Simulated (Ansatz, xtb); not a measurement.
**C5H5NSSi: which of two isomers lies lower**

We compare X, `N#CC1=CC=C[SiH2]S1`, a singlet, with Y, `N#Cc1csc([SiH3])c1`, a singlet. Both are isolated molecules in the gas phase, relaxed with PBE0-D3(BJ)/def2-SVP.

Quicker runs give these differences E(Y) − E(X): GFN2-xTB −0.47 kcal/mol; HF/STO-3G −7.11 kcal/mol (at GFN2-xTB geometries); r2SCAN-D4/def2-SVP +0.69 kcal/mol (at GFN2-xTB geometries).

Q: Estimate which is lower in electronic energy at CCSD(T)/def2-SVP + ΔMP2/def2-TZVPP, and by roughly how much.

A: Too close to call at this level: CCSD(T)/def2-SVP + ΔMP2/def2-TZVPP gives E(Y) − E(X) = +0.34 kcal/mol.

How the difference moves with the method:

| level | geometry | E(Y) − E(X) (kcal/mol) | departure from the last row (kcal/mol) | job, with rough time for the two |
| --- | --- | --- | --- | --- |
| GFN2-xTB | GFN2-xTB | −0.47 | −0.81 | optimisation, 0.34 s |
| HF/STO-3G | GFN2-xTB | −7.11 | −7.45 | single point, 1.1 s |
| r2SCAN-D4/def2-SVP | GFN2-xTB | +0.69 | +0.35 | single point, 5.9 s |
| PBE0-D3(BJ)/def2-SVP | PBE0-D3(BJ)/def2-SVP | +1.46 | +1.12 | optimisation, 2.3 min |
| HF/def2-SVP | PBE0-D3(BJ)/def2-SVP | +3.19 | +2.85 | part of the CCSD(T) run |
| MP2/def2-SVP | PBE0-D3(BJ)/def2-SVP | −3.33 | −3.67 | part of the CCSD(T) run |
| CCSD(T)/def2-SVP | PBE0-D3(BJ)/def2-SVP | +0.71 | +0.37 | single point |
| CCSD(T)/def2-SVP + ΔMP2/def2-TZVPP | PBE0-D3(BJ)/def2-SVP | +0.34 |  | single point, 2 min |

As drawn, Y has 3 C∷C, 2 C∷S, 1 Si–H in place of 1 C–C, 2 C=C, 1 S–Si, 1 C–S, 1 C–H (∷ is an aromatic bond). Structure X has a 6-membered ring, Y a 5-membered ring (with an aromatic ring).

The largest departure from CCSD(T)/def2-SVP + ΔMP2/def2-TZVPP is that of HF/STO-3G, 7.45 kcal/mol. The last row adds to CCSD(T) the change of the MP2 difference between the two basis sets, here −0.37 kcal/mol.

With thermal terms from frequencies at re-optimised GFN2-xTB minima (ideal gas, soft modes damped towards free rotors, one conformer each, 298.15 K, 1 atm): on the last row, ΔE + ΔZPE = −1.60, ΔH = −1.42, ΔG = −2.04 kcal/mol.

The correlated steps freeze 16 core orbitals. Programs: Ansatz 0.2.0, xtb 6.7.1; the last row on 2 threads of Intel(R) Xeon(R) Processor @ 2.70GHz on a shared host.
